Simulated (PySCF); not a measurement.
Geometry:
| atom | x (Å) | y (Å) | z (Å) |
| --- | --- | --- | --- |
| C1 | 3.177 | -0.076 | -0.742 |
| C2 | 2.051 | -0.751 | -0.611 |
| C3 | 1.338 | -0.978 | 0.687 |
| C4 | -0.031 | -0.345 | 0.640 |
| C5 | -1.139 | -1.035 | 0.382 |
| C6 | -2.507 | -0.434 | 0.279 |
| C7 | -2.992 | -0.415 | -1.171 |
| O8 | -0.096 | 0.986 | 0.873 |
| Si9 | 0.888 | 2.267 | 0.804 |
| H10 | 3.681 | 0.358 | 0.107 |
| H11 | 3.650 | 0.066 | -1.699 |
| H12 | 1.560 | -1.178 | -1.477 |
| H13 | 1.224 | -2.050 | 0.858 |
| H14 | 1.908 | -0.543 | 1.510 |
| H15 | -1.063 | -2.098 | 0.205 |
| H16 | -2.481 | 0.585 | 0.667 |
| H17 | -3.207 | -1.017 | 0.883 |
| H18 | -2.320 | 0.180 | -1.785 |
| H19 | -3.026 | -1.424 | -1.577 |
| H20 | -3.989 | 0.016 | -1.233 |
| H21 | 2.046 | 2.130 | 1.692 |
| H22 | -0.037 | 3.285 | 1.279 |
| H23 | 1.360 | 2.497 | -0.562 |

PySCF 2.14 calculation with GFN2-xTB structure and GIAO PBE0/pcSseg-1 shieldings; relativity neglected, fast rotation and ring inversion assumed for equivalent nuclei, no solvent model, a single conformation.

References, each an isolated molecule treated in the same way: TMS for ¹³C, ¹H, ²⁹Si; ¹⁷O vs H2O.

```csv
atoms,nucleus,count,δ (ppm)
C4,¹³C,1,154.2
H21/H22/H23,¹H,3,?
H15,¹H,1,?
C7,¹³C,1,17.7
Si9,²⁹Si,1,-46.0
O8,¹⁷O,1,?
C2,¹³C,1,148.3
C5,¹³C,1,118.9
H10,¹H,1,5.57
H12,¹H,1,6.06
H11,¹H,1,5.50
C1,¹³C,1,125.9
H16/H17,¹H,2,?
H18/H19/H20,¹H,3,0.97
C3,¹³C,1,45.2
H13/H14,¹H,2,2.97
C6,¹³C,1,?
```

Estimate the values marked ?.

Answers


- C6: 23.3 ppm, allylic sp3 CH2; saturated and bonded to C and H only
- H21/H22/H23: 5.14 ppm, hydrogen on a silicon bonded to O
- H15: 4.82 ppm, hydrogen on a β carbon of an enol-ether or enamine type C=C; lone-pair donation from O or N shields it, upfield of ordinary alkene protons
- H16/H17: 2.21 ppm, hydrogen on an allylic sp3 CH2; allylic position
- O8: 93.9 ppm, oxygen bonded to C, Si

Shifts are as computed. Against solution values, carbons near 30 ppm lie about +3 ppm off and those near 130 ppm about +5 ppm. Of 1211 compounds with measured shifts, 218 miss one by over three times the rms of a fit or turn the order of signals round; such compounds aren't used in these exercises. Experimental scales use liquid or dissolved standards, which lie at an offset from isolated H2O (liquid H2O: subtract about 36 ppm).
